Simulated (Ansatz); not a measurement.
`CO[SiH2]O[SiH](O)O` and `O[SiH](O)[O][GeH3]` differ in one atom or group.

Ansatz, PBE0-D4/def2-TZVP geometries, multiplicity 1. Each molecule was computed in one conformer, which needn't be the lowest.

Scalar relativity is left out up to krypton.

| property | `CO[SiH2]O[SiH](O)O` |
| --- | --- |
| LUMO energy (PBE/def2-TZVPP) / eV | -0.51 |
| size of the dipole moment (PBE/def2-TZVPP) / D | 3.40 |
| HOMO–LUMO gap (PBE0/def2-TZVPP) / eV | 8.89 |
| HOMO–LUMO gap (PBE/def2-TZVPP) / eV | 6.52 |
| LUMO energy (ωB97M-V/def2-TZVPP) / eV | 1.98 |
| HOMO–LUMO gap (ωB97M-V/def2-TZVPP) / eV | 12.86 |

(1) Give the same properties after the change, and the shifts. (Estimate.)

Results:

(1) Ansatz gave: 
```tsv
property	`O[SiH](O)[O][GeH3]`	shift
LUMO energy (PBE/def2-TZVPP) / eV	-0.73	-0.22
size of the dipole moment (PBE/def2-TZVPP) / D	2.00	-1.40
HOMO–LUMO gap (PBE0/def2-TZVPP) / eV	8.86	-0.03
HOMO–LUMO gap (PBE/def2-TZVPP) / eV	6.48	-0.04
LUMO energy (ωB97M-V/def2-TZVPP) / eV	1.85	-0.13
HOMO–LUMO gap (ωB97M-V/def2-TZVPP) / eV	12.91	0.05
```

Dipoles are sizes alone; their direction can turn.
